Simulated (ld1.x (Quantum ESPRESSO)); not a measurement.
How hard is this potassium TM semilocal potential?

K, norm-conserving Troullier–Martins (semilocal form), made with ld1.x (Quantum ESPRESSO) 7.5 (PBE, scalar-relativistic). Core [Ar], reference 4s1 4p0. Waves: 4s (bound): rc 3.95 bohr; 4p (bound, empty): rc 3.50 bohr; 3d channel at -0.1 Ry: rc 4.00 bohr. Local part: the d channel. Core correction: a·sin(br)/r model core inside 3.50 bohr.

The pseudo-atom Hamiltonian at the reference potential is diagonalised in spherical Bessel functions j_l(qr) that vanish at 20 bohr, with q² up to the cutoff. All-electron valence levels (Ry): 4s -0.1704, 4p -0.0591.

**Question.** How do the lowest levels (Ry) of each channel move with the cutoff, and are there ghosts?

**Answer.**

| cutoff (Ry) | s #1 | s #2 | p #1 | p #2 | d #1 | Σ f·Δε (mRy) |
| --- | --- | --- | --- | --- | --- | --- |
| 8 | -0.1704 | 0.0071 | -0.0587 | 0.0503 | 0.0140 | 0.1 |
| 10 | -0.1704 | 0.0071 | -0.0588 | 0.0502 | 0.0132 | 0.0 |
| 400 | -0.1704 | 0.0071 | -0.0588 | 0.0502 | 0.0129 | 0.0 |

Result: no extra level below or beside the all-electron valence levels (s, p, d tested); the semilocal form is local in each channel, so this says nothing of the separable form that plane-wave codes build from it; 10 mRy is reached at 6 Ry and 1 mRy at 6 Ry.
